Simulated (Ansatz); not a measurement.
Consider the ligand exchange at the Sn–C bond: `C[CH](C)[Sn][Cl]` + H–F → `[F][Sn][Cl]` + `CCC`.

Computed with Ansatz on PBE0-D4/def2-TZVP structures; ΔE is electronic, products minus reactants. CBS: MP2 limit from def2 TZ/QZ plus the TZ coupled-cluster correction, frozen cores. This one scheme is used for every species. Functionals use def2-TZVPP. HSE06 is defined as in plane-wave codes. Elements past krypton have def2 core potentials. For Sn outer-core shells are correlated without core-valence functions, which leaves a few kJ/mol of doubt a bond. Each species was taken in one conformer, which may not be the lowest.

```json
{"level": "revPBE-D4", "ΔE (kJ/mol)": "-143.2", "difference from CCSD(T)/CBS": "-4.9"}
{"level": "BLYP-D4", "ΔE (kJ/mol)": "-156.8", "difference from CCSD(T)/CBS": "-18.5"}
{"level": "PBE", "ΔE (kJ/mol)": "-159.9", "difference from CCSD(T)/CBS": "-21.6"}
{"level": "r2SCAN", "ΔE (kJ/mol)": "-160.6", "difference from CCSD(T)/CBS": "-22.3"}
{"level": "r2SCAN0", "ΔE (kJ/mol)": "-153.1", "difference from CCSD(T)/CBS": "-14.8"}
{"level": "HSE06", "ΔE (kJ/mol)": "-151.8", "difference from CCSD(T)/CBS": "-13.5"}
{"level": "LC-ωPBE", "ΔE (kJ/mol)": "-161.4", "difference from CCSD(T)/CBS": "-23.1"}
{"level": "SCS-MP2/def2-TZVPP", "ΔE (kJ/mol)": "-139.1", "difference from CCSD(T)/CBS": "-0.8"}
{"level": "CCSD/def2-TZVPP", "ΔE (kJ/mol)": "-137.4", "difference from CCSD(T)/CBS": "0.9"}
{"level": "MP2/def2-QZVPP", "ΔE (kJ/mol)": "-132.1", "difference from CCSD(T)/CBS": "6.2"}
{"level": "CCSD(T)/CBS", "ΔE (kJ/mol)": "-138.3", "difference from CCSD(T)/CBS": "0"}
```

Largest T1 diagnostic among the species: 0.016.

At CCSD(T), def2-SVP lies −5.3 kJ/mol from the extrapolated value and def2-TZVPP +5.1 kJ/mol. From r2SCAN to r2SCAN0 (25 % exact exchange), in def2-TZVPP and without D4, ΔE moves by +7.6 kJ/mol. The D4 term adds +19.1 kJ/mol with B3LYP and +10.5 kJ/mol with PBE0; it sums over pairs of atoms, weighted by their polarisabilities, and B3LYP, whose exchange is more repulsive, gets the larger term.

B3LYP here is the variant with VWN-RPA as its local correlation; programs differ in this.
